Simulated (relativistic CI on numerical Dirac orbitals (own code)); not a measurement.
**Crystal-field levels of Ru3+, 4d5**

Calculated by Dirac-Coulomb-Breit CI, KLI orbitals optimised for each configuration, a model potential for QED, one configuration in a parametric crystal field, unscaled Slater integrals (own radial code). With so little scaling, terms lie 10 to 35 % too far apart, which can change the order of excited levels.

Field parameters in Wybourne normalisation: Oh B⁴₀ = 21Dq, B⁴₄ = √(5/14) B⁴₀. The field is a parameter set, without covalency.

S is read from ⟨S²⟩ = S(S + 1).

Site symmetry Oh; labels are those of the double group. Computed levels in cm⁻¹ above the lowest, in rising order:

| Δ (size of 10Dq) | Lowest | No. 2 | No. 3 | No. 4 | No. 5 | No. 6 | No. 7 | No. 8 |
| --- | --- | --- | --- | --- | --- | --- | --- | --- |
| 6000 | Γ7 | 0 Γ8 | 23033 Γ7 | 23289 Γ8 | 23453 Γ8 | 23692 Γ6 | 25792 Γ7 | 26082 Γ8 |
| 10750 | Γ7 | 0 Γ8 | 18348 Γ7 | 18865 Γ8 | 19152 Γ8 | 19422 Γ6 | 22961 Γ7 | 23357 Γ8 |
| 15550 | Γ7 | 2 Γ8 | 12439 Γ7 | 13925 Γ8 | 14627 Γ8 | 14925 Γ6 | 16192 Γ7 | 16560 Γ8 |
| 20350 | Γ7 | 14 Γ8 | 4465 Γ7 | 6613 Γ8 | 10090 Γ8 | 10396 Γ6 | 10498 Γ8 | 10731 Γ7 |
| 25100 | Γ7 | 2138 Γ8 | 4303 Γ8 | 4328 Γ7 | 9962 Γ8 | 10225 Γ6 | 10246 Γ8 | 10467 Γ7 |
| 29900 | Γ7 | 2094 Γ8 | 12413 Γ8 | 12523 Γ7 | 14441 Γ8 | 14680 Γ6 | 15610 Γ8 | 15734 Γ7 |
| 34700 | Γ7 | 2058 Γ8 | 18131 Γ8 | 18314 Γ7 | 18999 Γ8 | 19242 Γ6 | 23686 Γ8 | 23714 Γ7 |
| 39500 | Γ7 | 2029 Γ8 | 22955 Γ8 | 23130 Γ7 | 23607 Γ8 | 23858 Γ6 | 30128 Γ6 | 30171 Γ8 |
| 44250 | Γ7 | 2006 Γ8 | 27621 Γ8 | 27783 Γ7 | 28202 Γ8 | 28458 Γ6 | 34768 Γ6 | 34813 Γ8 |

Ground-state S against |10Dq| in cm⁻¹: 6000: 2.49, 10750: 2.49, 15550: 2.49, 20350: 2.47, 25100: 0.58, 29900: 0.53, 34700: 0.52, 39500: 0.51, 44250: 0.51.

The spin changes between |10Dq| = 20350 and 25100 cm⁻¹.
